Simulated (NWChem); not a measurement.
Species: C4H4ClF; SMILES C=C(Cl)/C=C\F

```xyz
10

C      1.0761     1.9957     0.0000
C      0.4474     0.8106     0.0000
Cl    -1.2909     0.7773     0.0000
C      1.1597    -0.4590     0.0000
C      0.7046    -1.7177     0.0000
F     -0.5663    -2.0737     0.0000
H      0.5198     2.9335     0.0000
H      2.1675     2.0340     0.0000
H      2.2494    -0.3709     0.0000
H      1.3807    -2.5781     0.0000
```
Atoms are numbered in this order, from 1.

Level: PBE0/def2-SVP (NWChem), optimised geometry, unscaled harmonic frequencies. 

**Question.** List the harmonic frequencies with IR intensities, and the thermochemistry.

**Answer.** 
```
frequency (cm⁻¹)  IR intensity (km/mol)
----------------  ---------------------
61                                  0.8
175                                 0.9
321                                 2.1
335                                11.8
392                                 3.2
613                                 1.3
656                                20.5
695                                 1.8
785                                 6.5
811                                16.2
892                                49.2
921                                 3.3
951                                 0.1
1082                               41.3
1250                               82.6
1303                               63.9
1374                                4.2
1444                               50.0
1677                                4.6
1777                              137.8
3186                                1.6
3208                                1.3
3229                                5.8
3300                                0.6
```

- zero-point energy: 43.5 kcal/mol
- thermal correction to the enthalpy at 298.15 K (with zero-point energy): 47.9 kcal/mol
- heat capacity Cv: 20.9 cal/(mol K)
- entropy at 298.15 K and 1 atm (symmetry number 1): 79.7 cal/(mol K)
- dipole moment: 2.40 D

Rigid rotor and harmonic oscillator; modes under 100 cm⁻¹ make the entropy uncertain.
